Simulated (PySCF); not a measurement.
Species: C2H6BNO.
Bonds: C1–C2 (double), C2–B3, B3–N4, B3–O5. Hydrogens: H6, H7 on C1; H8 on C2; H9, H10 on N4; H11 on O5.

Computed by this run: PySCF 2.14.0, PBE0-D3(BJ)/def2-SVP geometry optimisation, gas phase; density fitting, grid level 1; the optimiser is geomeTRIC in internal coordinates, started from a GFN2-xTB structure.

Step 0: E = -6375.2421 eV
```
atom  x, y, z in Å  |  force x, y, z in eV/Å
C1      1.9964   -0.2187   -0.1600    0.100   0.035  -0.002
C2      0.7431   -0.6526   -0.1376   -0.662   0.193   0.063
B3     -0.5088    0.2730    0.0628    0.013  -0.365  -0.041
N4     -1.7940   -0.3004    0.0810   -0.088   0.009   0.004
O5     -0.3284    1.6114    0.2165    0.458   0.432   0.031
H6      2.2161    0.8289   -0.0376    0.139   0.667   0.076
H7      2.8437   -0.8739   -0.2981    0.431  -0.374  -0.077
H8      0.5694   -1.7166   -0.2646   -0.033  -0.484  -0.061
H9     -2.6457    0.2206    0.2058   -0.197   0.133   0.029
H10    -1.9542   -1.2851   -0.0287    0.010  -0.310  -0.040
H11    -1.1322    2.1160    0.3346   -0.171   0.064   0.019
```

Problem. Estimate the geometry and energy of step 1. (The exact step hangs on the optimiser's Hessian estimate; all steps are aligned on step 0, rigid shifts and turns removed.)

Solution. E = -6375.2726 eV, largest force 0.142 eV/Å
```
atom  x, y, z in Å  |  force x, y, z in eV/Å
C1      1.9865   -0.2049   -0.1617    0.067   0.036  -0.001
C2      0.7312   -0.6664   -0.1340   -0.001  -0.119  -0.003
B3     -0.5167    0.2585    0.0656    0.028   0.139   0.008
N4     -1.8140   -0.2996    0.0781   -0.015  -0.008   0.002
O5     -0.2881    1.6056    0.2231   -0.059  -0.090  -0.004
H6      2.1925    0.8658   -0.0462   -0.016  -0.034   0.000
H7      2.8548   -0.8606   -0.2983   -0.029   0.021  -0.001
H8      0.5841   -1.7500   -0.2554    0.007   0.041   0.002
H9     -2.6703    0.2242    0.1983    0.010  -0.004   0.001
H10    -1.9650   -1.2922   -0.0349   -0.002   0.014  -0.003
H11    -1.0894    2.1223    0.3395    0.011   0.003   0.000
```

The energy changes by -0.0304 eV. The first-order estimate −F·Δx gives -0.0642 eV and the mean of the old and new forces, exact on a quadratic surface, -0.0300 eV. The step makes an angle of 64° with the force vector and moves no atom by more than 0.045 Å.

The cost below is that of the whole optimisation. On one thread, Arm Neoverse V2 (aarch64), no GPU (shared host), this took 12 s and 0.41 GiB of memory at its peak.
